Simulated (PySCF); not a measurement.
bismuth atom (Bi), quartet (core potentials on Bi); CASSCF(7,8)/def2-SVP run with PySCF.

The PySCF input:
```python
from pyscf import gto, scf, mcscf
import numpy

mol = gto.M(
    atom='''
Bi    0.00000000    0.00000000    0.00000000
''',
    basis='def2-svp',
    ecp={'Bi': 'def2-svp'},
    spin=3,
    verbose=4,
)

mf = scf.ROHF(mol)
mf.kernel()
mc = mcscf.CASSCF(mf, 8, 7)
mc.fix_spin_(ss=3.75)
mc.kernel()
occ = numpy.linalg.eigvalsh(mc.fcisolver.make_rdm1(mc.ci, mc.ncas, mc.nelecas))[::-1]
ss = mc.fcisolver.spin_square(mc.ci, mc.ncas, mc.nelecas)[0]
print('natural occupations', occ.round(4), ' <S^2>', round(ss, 4))
```

The log (banner, timings and long lists left out):

```
PySCF version 2.14.0

[INPUT] verbose = 4
[INPUT] num. atoms = 1
[INPUT] num. electrons = 23
[INPUT] charge = 0
[INPUT] spin (= nelec alpha-beta = 2S) = 3
[INPUT] symmetry False subgroup None
[INPUT] Mole.unit = angstrom
[INPUT] Symbol           X                Y                Z      unit          X                Y                Z       unit  Magmom
[...]
nuclear repulsion = 0
number of shells = 10
number of NR pGTOs = 61
number of NR cGTOs = 26
basis = def2-svp
ecp = {'Bi': 'def2-svp'}

******** <class 'pyscf.scf.rohf.ROHF'> ********
method = ROHF
initial guess = minao
damping factor = 0
level_shift factor = 0
DIIS = <class 'pyscf.scf.diis.CDIIS'>
diis_start_cycle = 1
diis_space = 8
diis_damp = 0
SCF conv_tol = 1e-09
SCF conv_tol_grad = None
SCF max_cycles = 50
direct_scf = True
direct_scf_tol = 1e-13
num. doubly occ = 10  num. singly occ = 3
Set gradient conv threshold to 3.16228e-05
init E= -186.406804552703
[...]
cycle= 1 E= -213.252442762497  delta_E= -26.8  |g|= 1.13  |ddm|= 8.77
[...]
cycle= 2 E= -213.55315885021  delta_E= -0.301  |g|= 0.394  |ddm|=  2.4
[...]
cycle= 3 E= -213.587517874641  delta_E= -0.0344  |g|= 0.0265  |ddm|= 0.486
[...]
cycle= 4 E= -213.58775797543  delta_E= -0.00024  |g|= 0.00422  |ddm|= 0.0632
[...]
cycle= 5 E= -213.587768930597  delta_E= -1.1e-05  |g|= 0.000514  |ddm|= 0.0199
[...]
cycle= 6 E= -213.587768992841  delta_E= -6.22e-08  |g|= 5.18e-05  |ddm|= 0.000305
[...]
cycle= 7 E= -213.58776899369  delta_E= -8.49e-10  |g|= 1.05e-06  |ddm|= 8.49e-05
[...]
Extra cycle  E= -213.58776899369  delta_E= -7.11e-13  |g|= 2.34e-07  |ddm|= 3.14e-06
converged SCF energy = -213.58776899369

******** <class 'pyscf.mcscf.mc1step.CASSCF'> ********
CAS (5e+2e, 8o), ncore = 8, nvir = 10
max_cycle_macro = 50
max_cycle_micro = 4
conv_tol = 1e-07
conv_tol_grad = None
orbital rotation max_stepsize = 0.02
orbital rotation threshold for CI restart = 0.01
augmented hessian ah_max_cycle = 30
augmented hessian ah_conv_tol = 1e-12
augmented hessian ah_linear dependence = 1e-14
augmented hessian ah_level shift = 1e-08
augmented hessian ah_start_tol = 2.5
augmented hessian ah_start_cycle = 3
augmented hessian ah_grad_trust_region = 3
kf_trust_region = 3
kf_interval = 4
ci_response_space = 4
ci_grad_trust_region = 3
with_dep4 0
natorb = False
canonicalization = True
sorting_mo_energy = False
ao2mo_level = 2
internal_rotation = False
******** <class 'pyscf.fci.addons.SpinPenaltyFCISolver'> ********
max. cycles = 50
conv_tol = 1e-08
davidson only = True
[...]
CASCI E = -213.596773822460  S^2 = 3.7500000
[...]
               |grad[o]|=0.000286  |grad[c]|=0.00512  |ddm|=0.000798  |maxRot[o]|= 0.04
macro iter  26 ( 11 JK    3 micro), CASSCF E = -213.609740241171  dE = -9.09800843e-06  S^2 = 3.7500000
               |grad[o]|=0.000611  |grad[c]|=0.00168  |ddm|=0.000336  |maxRot[o]|=0.0235
macro iter  27 (  3 JK    1 micro), CASSCF E = -213.609742365878  dE = -2.12470718e-06  S^2 = 3.7500000
               |grad[o]|=0.000134  |grad[c]|=0.00133  |ddm|=0.000123  |maxRot[o]|=0.0173
macro iter  28 (  3 JK    1 micro), CASSCF E = -213.609743946577  dE = -1.58069849e-06  S^2 = 3.7500000
               |grad[o]|=7.56e-05  |grad[c]|=0.00121  |ddm|=9.9e-05  |maxRot[o]|=0.0169
macro iter  29 (  3 JK    1 micro), CASSCF E = -213.609745211132  dE = -1.26455564e-06  S^2 = 3.7500000
               |grad[o]|=6.05e-05  |grad[c]|=0.0011  |ddm|=8.06e-05  |maxRot[o]|=0.016
macro iter  30 (  3 JK    1 micro), CASSCF E = -213.609746241426  dE = -1.03029348e-06  S^2 = 3.7500000
               |grad[o]|=4.85e-05  |grad[c]|=0.000992  |ddm|=7.38e-05  |maxRot[o]|=0.0149
macro iter  31 (  3 JK    1 micro), CASSCF E = -213.609747089959  dE = -8.48532892e-07  S^2 = 3.7500000
               |grad[o]|=4.27e-05  |grad[c]|=0.000902  |ddm|=6.72e-05  |maxRot[o]|=0.0138
macro iter  32 (  3 JK    1 micro), CASSCF E = -213.609747793621  dE = -7.03662408e-07  S^2 = 3.7500000
               |grad[o]|=3.76e-05  |grad[c]|=0.000821  |ddm|=6.09e-05  |maxRot[o]|=0.0127
macro iter  33 (  3 JK    1 micro), CASSCF E = -213.609748379650  dE = -5.86029302e-07  S^2 = 3.7500000
               |grad[o]|=3.38e-05  |grad[c]|=0.000748  |ddm|=5.53e-05  |maxRot[o]|=0.0117
macro iter  34 (  3 JK    1 micro), CASSCF E = -213.609748868930  dE = -4.89279472e-07  S^2 = 3.7500000
               |grad[o]|=3.04e-05  |grad[c]|=0.000682  |ddm|=5.03e-05  |maxRot[o]|=0.0108
macro iter  35 (  1 JK    1 micro), CASSCF E = -213.609748869005  dE = -7.45501438e-11  S^2 = 3.7500000
               |grad[o]|=2.76e-05  |grad[c]|=1.81e-05  |ddm|=    0  |maxRot[o]|=    0
1-step CASSCF converged in  35 macro (401 JK  94 micro) steps
CASSCF canonicalization
Density matrix diagonal elements [1.99915164 1.98243338 0.99778233 0.99830457 0.9979417  0.00829189
 0.00781797 0.00827652]
CASSCF energy = -213.609748869005
CASCI E = -213.609748869005  E(CI) = -12.9144998645762  S^2 = 3.7500000
natural occupations [1.9992 1.9824 0.9985 0.9983 0.9973 0.0084 0.0081 0.0077]  <S^2> 3.75
```
